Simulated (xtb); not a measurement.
C3H3, doublet, from a rough starting geometry; GFN2-xTB (xtb 6.7.1).

xtb was given this input:
```
$ xtb mol.xyz --gfn 2 --uhf 1 --opt vtight --json

# file mol.xyz
6

C      0.03798774    -0.28785083     0.53932309
C     -0.00125035    -0.93622370    -0.78185206
C     -0.07474719     0.39570191    -0.74449481
H      0.94646895    -0.28399363     1.16941882
H     -0.91215064    -0.33390223     1.18939206
H     -0.03004770     1.35943219    -1.32391031
```

The log (banner, timings and long lists left out):

```
   ID    Z sym.   atoms
    1    6 C      1-3
    2    1 H      4-6

           -------------------------------------------------
          |                Calculation Setup                |
           -------------------------------------------------

           -------------------------------------------------
          |                 G F N 2 - x T B                 |
           -------------------------------------------------

          ...................................................
          :                      SETUP                      :
          :.................................................:
          :  # basis functions                  15          :
          :  # atomic orbitals                  15          :
          :  # shells                            9          :
          :  # electrons                        15          :
          :  max. iterations                   250          :
          :  Hamiltonian                  GFN2-xTB          :
          :  restarted?                      false          :
          :  GBSA solvation                  false          :
          :  PC potential                    false          :
          :  electronic temp.          300.0000000     K    :
          :  accuracy                    1.0000000          :
          :  -> integral cutoff          0.2500000E+02      :
          :  -> integral neglect         0.1000000E-07      :
          :  -> SCF convergence          0.1000000E-05 Eh   :
          :  -> wf. convergence          0.1000000E-03 e    :
          :  Broyden damping             0.4000000          :
          :  net charge                          0          :
          :  unpaired electrons                  1          :
          ...................................................

 iter      E             dE          RMSdq      gap      omega  full diag
   1     -7.8438972 -0.784390E+01  0.540E+00    3.90       0.0  T
   2     -7.8503288 -0.643167E-02  0.323E+00    3.90       1.0  T
   3     -7.8428635  0.746539E-02  0.123E+00    3.95       1.0  T
   4     -7.8468097 -0.394629E-02  0.873E-01    3.86       1.0  T
   5     -7.8513281 -0.451832E-02  0.160E-01    3.93       1.0  T
   6     -7.8514239 -0.958456E-04  0.895E-02    3.92       1.0  T
   7     -7.8514365 -0.126054E-04  0.278E-02    3.93       1.5  T
   8     -7.8514421 -0.562525E-05  0.638E-03    3.92       6.4  T
   9     -7.8514422 -0.888070E-07  0.193E-03    3.93      21.1  T
  10     -7.8514423 -0.297247E-07  0.455E-04    3.93      89.8  T
  11     -7.8514423 -0.884024E-09  0.231E-05    3.93    1765.2  T

   *** convergence criteria satisfied after 11 iterations ***

         :::::::::::::::::::::::::::::::::::::::::::::::::::::
         ::                     SUMMARY                     ::
         :::::::::::::::::::::::::::::::::::::::::::::::::::::
         :: total energy              -7.724297632944 Eh    ::
         :: gradient norm              0.128085720881 Eh/a0 ::
         :: HOMO-LUMO gap              3.925040666821 eV    ::
         ::.................................................::
         :: SCC energy                -7.851442169030 Eh    ::
         :: -> isotropic ES           -0.000856414968 Eh    ::
         :: -> anisotropic ES          0.001748995909 Eh    ::
         :: -> anisotropic XC          0.006966457778 Eh    ::
         :: -> dispersion             -0.001927289702 Eh    ::
         :: repulsion energy           0.127144536085 Eh    ::
         :: add. restraining           0.000000000000 Eh    ::
         :: total charge               0.000000000000 e     ::
         :::::::::::::::::::::::::::::::::::::::::::::::::::::

      -----------------------------------------------------------
     |                   =====================                   |
     |                        A N C O P T                        |
     |                   =====================                   |
[...]
 * total energy  :    -7.7242976 Eh     change       -0.9237056E-13 Eh
 * total energy  :    -7.7350190 Eh     change       -0.1072140E-01 Eh
 * total energy  :    -7.7368094 Eh     change       -0.1790321E-02 Eh
 * total energy  :    -7.7380625 Eh     change       -0.1253109E-02 Eh
 * total energy  :    -7.7383493 Eh     change       -0.2867856E-03 Eh
 * total energy  :    -7.7384074 Eh     change       -0.5813225E-04 Eh
 * total energy  :    -7.7384267 Eh     change       -0.1928483E-04 Eh
 * total energy  :    -7.7384280 Eh     change       -0.1340848E-05 Eh
 * total energy  :    -7.7384283 Eh     change       -0.2739733E-06 Eh
 * total energy  :    -7.7384283 Eh     change       -0.4523181E-07 Eh
   *** GEOMETRY OPTIMIZATION CONVERGED AFTER 10 ITERATIONS ***
         :: total energy              -7.738428330746 Eh    ::
[...]
         :::::::::::::::::::::::::::::::::::::::::::::::::::::

           -------------------------------------------------
          |                Property Printout                |
           -------------------------------------------------

    * Orbital Energies and Occupations

         #    Occupation            Energy/Eh            Energy/eV
      -------------------------------------------------------------
         1        2.0000           -0.6557628             -17.8442
         2        2.0000           -0.5786873             -15.7469
         3        2.0000           -0.5465059             -14.8712
         4        2.0000           -0.5138966             -13.9838
         5        2.0000           -0.4784208             -13.0185
         6        2.0000           -0.4484005             -12.2016
         7        2.0000           -0.4014854             -10.9250
         8        1.0000           -0.3560611              -9.6889 (HOMO)
         9                         -0.2080013              -5.6600 (LUMO)
        10                         -0.0655174              -1.7828
        11                          0.0799245               2.1749
        12                          0.1626171               4.4250
        13                          0.2414378               6.5699
        14                          0.2533076               6.8928
        15                          0.8306378              22.6028
      -------------------------------------------------------------
                  HL-Gap            0.1480598 Eh            4.0289 eV
             Fermi-level           -0.3304022 Eh           -8.9907 eV

     #   Z          covCN         q      C6AA      α(0)
     1   6 C        3.797    -0.019    20.926     6.514
     2   6 C        1.959    -0.078    33.199     9.305
     3   6 C        2.876    -0.022    28.551     8.759
     4   1 H        0.925     0.032     2.555     2.500
     5   1 H        0.925     0.032     2.555     2.500
     6   1 H        0.927     0.055     2.260     2.351

 Mol. C6AA /au·bohr⁶  :        414.374386
 Mol. C8AA /au·bohr⁸  :      10109.558497
 Mol. α(0) /au        :         31.927702

Wiberg/Mayer (AO) data.
largest (>0.10) Wiberg bond orders for each atom

 ---------------------------------------------------------------------------
     #   Z sym  total        # sym  WBO       # sym  WBO       # sym  WBO
 ---------------------------------------------------------------------------
     1   6 C    3.882 --     2 C    1.119     5 H    0.978     4 H    0.978
                             3 C    0.793
     2   6 C    3.285 --     3 C    2.138     1 C    1.119
     3   6 C    3.926 --     2 C    2.138     6 H    0.966     1 C    0.793
     4   1 H    0.999 --     1 C    0.978
     5   1 H    0.999 --     1 C    0.978
     6   1 H    0.997 --     3 C    0.966
 ---------------------------------------------------------------------------

Topologies differ in total number of bonds
Writing topology from bond orders to xtbtopo.mol

molecular dipole:
                 x           y           z       tot (Debye)
 q only:       -0.002       0.232       0.138
   full:       -0.006       0.528       0.252       1.488
molecular quadrupole (traceless):
                xx          xy          yy          xz          yz          zz
 q only:       -0.066      -0.017      -0.160       0.019      -0.857       0.226
  q+dip:       -0.175      -0.059       0.789       0.023      -1.795      -0.615
   full:        0.467      -0.023      -0.286       0.015      -1.611      -0.181

optimized geometry written to: xtbopt.xyz

           -------------------------------------------------
          | TOTAL ENERGY               -7.738428330746 Eh   |
          | GRADIENT NORM               0.000035916892 Eh/α |
          | HOMO-LUMO GAP               4.028911195081 eV   |
           -------------------------------------------------

normal termination of xtb
```
